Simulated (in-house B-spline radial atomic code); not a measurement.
Successive ionisation energies of terbium; each step leads to the configuration of the next row (after the last: [Ar] 3d9). Dirac energy differences include first-order Breit, QED and recoil terms. NIST's values go from ground level to ground level; the uncertainty of those that are theory runs from under 0.1 % in few-electron ions to several per cent in heavy many-electron ones. Computed with a B-spline radial code for spherical atoms: Dirac-Hartree-Fock, average of the configuration, finite nuclei.

```csv
ion,configuration,ionisation energy (eV),tabulated value (eV),tabulated kind,computed minus tabulated (eV),highest orbital,largest mean radius (bohr)
Tb21+,[Kr] 4d8,695.3,690,tabulated theory,5.3,4d5/2,0.5579
Tb22+,[Kr] 4d7,735.6,732,tabulated theory,3.6,4d5/2,0.5519
Tb23+,[Kr] 4d6,776.6,772,tabulated theory,4.6,4d5/2,0.54607
Tb24+,[Kr] 4d5,818.2,816,tabulated theory,2.2,4d5/2,0.54038
Tb25+,[Kr] 4d4,860.5,866,tabulated theory,-5.5,4d5/2,0.53484
Tb26+,[Kr] 4d3,903.4,909,tabulated theory,-5.6,4d5/2,0.52944
Tb27+,[Kr] 4d2,947.0,954,tabulated theory,-7.0,4d5/2,0.52416
Tb28+,[Kr] 4d1,991.2,997,tabulated theory,-5.8,4d5/2,0.51901
Tb29+,[Ar] 3d10 4s2 4p6,1180.2,1165,tabulated theory,15.2,4p3/2,0.51331
Tb30+,[Ar] 3d10 4s2 4p5,1225.2,1208,tabulated theory,17.2,4p3/2,0.50932
Tb31+,[Ar] 3d10 4s2 4p4,1270.7,1256,tabulated theory,14.7,4p3/2,0.50572
Tb32+,[Ar] 3d10 4s2 4p3,1316.7,1301,tabulated theory,15.7,4p3/2,0.50218
Tb33+,[Ar] 3d10 4s2 4p2,1363.2,1393,tabulated theory,-29.8,4p3/2,0.49871
Tb34+,[Ar] 3d10 4s2 4p1,1410.1,1443,tabulated theory,-32.9,4p3/2,0.49529
Tb35+,[Ar] 3d10 4s2,1558.5,1559,tabulated theory,-0.5,4s1/2,0.4768
Tb36+,[Ar] 3d10 4s1,1609.3,1610.4,semi-empirical,-1.1,4s1/2,0.4737
Tb37+,[Ar] 3d10,2764.5,2750,tabulated theory,14.5,3d5/2,0.23538
```

Problem. Where is the largest jump?

Solution. From Tb36+ to Tb37+, by a factor of 1.72 (1609.3 to 2764.5 eV); the highest orbital goes from 4s1/2 to 3d5/2.

Where a p, d or f electron is removed, the computed value is a mean over both j, so it misses the tabulated one by a part of the spin-orbit splitting; averaging over terms and missing correlation add to the gap, relatively most at low charge.
